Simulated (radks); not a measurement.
Problem. Species: P. Configuration: [Ne] 3p5 (not the ground configuration). Method: scalar-relativistic Kohn-Sham, PBE, spin-polarised, spherical densities, point nucleus; open shells are filled with parallel spins first; computed with a radial shooting solver on a logarithmic mesh with Libxc functionals. Some entries of the table are withheld. Estimate them.

orbital  occ.  eigenvalue (hartree)  <1/r> (bohr^-1)  r(max) (bohr)
1s up       1             -76.70455              (1)        0.06763
1s down     1             -76.70035              (2)        0.06763
2s up       1              -6.50425            2.822         0.4188
2s down     1              -6.49966            2.822         0.4189
2p up       3                   (3)            2.711         0.3541
2p down     3                   (4)            2.711         0.3543
3p up       3              -0.25616           0.6013          1.789
3p down     2              -0.22516           0.5919          1.801

Solution. 
(1) 1s up <1/r> (bohr^-1): 14.65
(2) 1s down <1/r> (bohr^-1): 14.65
(3) 2p up eigenvalue (hartree): -4.68507
(4) 2p down eigenvalue (hartree): -4.67897
